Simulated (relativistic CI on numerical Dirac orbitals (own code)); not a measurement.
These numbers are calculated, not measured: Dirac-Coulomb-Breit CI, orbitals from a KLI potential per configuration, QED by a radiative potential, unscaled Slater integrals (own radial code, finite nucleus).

CI space (outside the closed core [Ar] 3d10): 4s²4p⁵, 4s4p⁶, 4s²4p⁴4d, 4s4p⁵4d, 4s²4p⁴4f, 4s4p⁵4f, 4p⁶4d, 4s4p⁴4d², 4s²4p³4d4f, 4p⁶4f, 4p⁵4d4f, 4s²4p⁴5s, 4s4p⁴4f², 4p⁶5s, 4s²4p⁴5p, 4s4p⁴4d5s, 4s²4p³4f5s, 4s4p⁵5s, 4s²4p⁴5d, 4s4p⁵5p, 4s²4p⁴5f, 4s²4p⁴5g, 4s4p⁵5d, 4p⁵4f5s, 4s4p⁵5f, 4s²4p⁴6s, 4s²4p⁴6p, 4s²4p³4d², 4s²4p²4d³, 4s4p³4d³, 4s²4p²4d²4f, 4s4p³4d²4f, 4s²4p²4d²5s, 4p⁵4d², 4p⁴4d³, 4p⁴4d²4f, 4p⁴4d²5s, 4p⁵4d5s, 4p⁴4d4f5s, 4p⁴4d5s², 4s²4p³5s², 4s²4p²4d5s², 4s4p³4d5s², 4s²4p²4f5s², 4s4p³4f5s². Double excitations out of closed p, d and f shells are left out; levels of such configurations are missing from the list, as are those of other unlisted configurations, and high levels can miss mixing partners. These lack a partner that the ground configuration has and come out too high: 4s²4p⁴5p, 4s4p⁵5s, 4s²4p⁴5d, 4s4p⁵5p, 4s²4p⁴5f.

At this charge energies of transitions that change n are usually good to better than 1 %, and those within a shell (Δn = 0) to a few per cent.

Outline of the computed level scheme of Hf XXXVIII. Lowest level of each configuration: 4s²4p⁵ ²P°3/2 at 0.000 eV; 4s²4p⁴4d ⁴D3/2 at 142.494 eV; 4s4p⁶ ²S1/2 at 185.689 eV; 4s²4p³4d² ⁴F°3/2 at 291.783 eV; 4s4p⁵4d ⁴P°1/2 at 305.920 eV.

Some strong electric-dipole decays among the lowest 45 levels: 4s²4p⁴4d ²S1/2 → 4s²4p⁵ ²P°3/2 (2.2e+12 s⁻¹); 4s²4p⁴4d ²P3/2 → 4s²4p⁵ ²P°3/2 (1.5e+12 s⁻¹); 4s²4p⁴4d ²D5/2 → 4s²4p⁵ ²P°3/2 (1.3e+12 s⁻¹); 4s²4p⁴4d ²P1/2 → 4s²4p⁵ ²P°1/2 (1.2e+12 s⁻¹); 4s²4p⁴4d ²D3/2 → 4s²4p⁵ ²P°1/2 (5.9e+11 s⁻¹); 4s4p⁶ ²S1/2 → 4s²4p⁵ ²P°3/2 (5.0e+11 s⁻¹); 4s²4p⁴4d ²D5/2 → 4s²4p⁵ ²P°3/2 (4.9e+11 s⁻¹); 4s²4p⁴4d ²D5/2 → 4s²4p⁵ ²P°3/2 (4.7e+11 s⁻¹).

LS names give the leading component of a level, which can be under half, so a name can repeat, a term be missing and a line seem to break the LS rules.
